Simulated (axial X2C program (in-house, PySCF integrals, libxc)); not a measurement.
VBr: from Re and ωe to a spectrum

A bond curve at the PBE0 level, with spin–orbit coupling, was computed with an in-house relativistic program for diatomic molecules (basis Br dyall-cv3z [8s9p6d4f1g], V dyall-cv3z [10s10p6d4f2g] (cores contracted in-house)) for the state Ω = 1 (⟨Sz⟩ = 2.00, ⟨Lz⟩ = -1.00 at PBE0). Its fit gives Re = 2.3468 Å, ωe = 309.7 cm⁻¹, ωexe = 0.98 cm⁻¹ and αe = 4.329e-04 cm⁻¹; the masses are 78.9183 and 50.9440 u. Two-component means X2C with spin–orbit coupling and atomic mean-field Coulomb and Gaunt terms.

(1) Find the reduced mass, Be and the force constant.

(2) A Morse curve ties αe to the other constants (Pekeris). How well does that hold?

(3) Where do the fundamental and the first overtone lie?

(4) The dipole moment p changes by 5.26 D/Å at Re. What harmonic infrared intensity follows?

(5) Estimate the centrifugal constant by the Kratzer relation.

The state is one determinant whose occupation by symmetry is held fixed; it was picked as the lowest of a PBE0 search that is not exhaustive. Density functionals use the spin component along the axis (collinear). Other states lie close and PBE0, whose exact exchange favours high spin, may order them wrongly; the determinant shown need not be the ground state. The nearest other 2c determinant of the search, Ω = 3, lies 0.04 eV up at the distance of the search. Without a current term, density functionals place determinants with orbital angular momentum somewhat too high. With several unpaired electrons one determinant need not be a pure state. Open-shell Ω = 0 determinants with evenly filled partner blocks cannot be reached by this program, so the Ω shown need not be the lowest component.

Answers

(1) From the PBE0 values: μ = 30.9591 u. Be = 16.8576/(μ Re²) = 0.09887 cm⁻¹. k = 5.8918×10⁻⁷ μ ωe² = 1.75 mdyn/Å.

(2) αe(Morse) = 6Be²/ωe × (√(ωexe/Be) − 1) = 4.068e-04 cm⁻¹; the PBE0 curve gives 4.329e-04 cm⁻¹, a ratio of 0.94.

(3) ν(1←0) = ωe − 2ωexe = 307.7 cm⁻¹; ν(2←0) = 2ωe − 6ωexe = 613.5 cm⁻¹.

(4) I = 42.256 × (dp/dR)²/μ = 38 km/mol.

(5) D = 4Be³/ωe² = 4.03e-08 cm⁻¹.
